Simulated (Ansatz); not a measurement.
System: GaCl, net charge 0, triplet state. This is an excited triplet: at this geometry the singlet lies 3.36 eV lower at CCSD(T)/CBS(def2-TZVPPD,def2-QZVPPD). 
Structure (B3LYP-D3(BJ)/def2-TZVP (Ansatz, a quantum-chemistry and plane-wave program) minimum search):
SMILES: [Ga][Cl]
```xyz
2

Ga     0.0000     0.0000    -0.7780
Cl     0.0000     0.0000     1.4187
```
Charge 0, spin multiplicity 3.

Basis-set convergence of Hartree-Fock and MP2 correlation energies (hartree) with Ansatz. Valence correlation only, unless marked. Open shells are spin-unrestricted. Spin-orbit coupling is left out. Frozen are the shells of the preceding noble gas and the d and f shells that filled before the atom's block. Non-relativistic.

```csv
basis,functions,E(HF),"E(corr, MP2)"
def2-SVP,50,-2382.32781,-0.15677
def2-TZVPP,90,-2382.73690,-0.21805
def2-QZVPP,159,-2382.79045,-0.24005
```

Extrapolating the two largest sets (X = 3 and 4) as X^-3: E(corr) = (64·(-0.24005) - 27·(-0.21805))/37 = -0.2561 Eh, an estimate of the basis-set limit. The largest set recovers 93.7 % of it, the smallest 61.2 %.
